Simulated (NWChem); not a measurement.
Species: GeH4Se; SMILES [SeH][GeH3]

All runs: NWChem. All runs use the structure optimised with PBE0/def2-SVP. Ions are spin-unrestricted doublets at the neutral geometry; other ion states weren't tried.

For level PBE0/def2-SVP:

```yaml
"−ε(HOMO) (eV)": 6.84
```

Task: How do the values read with level PBE/def2-SVP instead?

Result: The −ε(HOMO) (eV) comes out as 5.63.
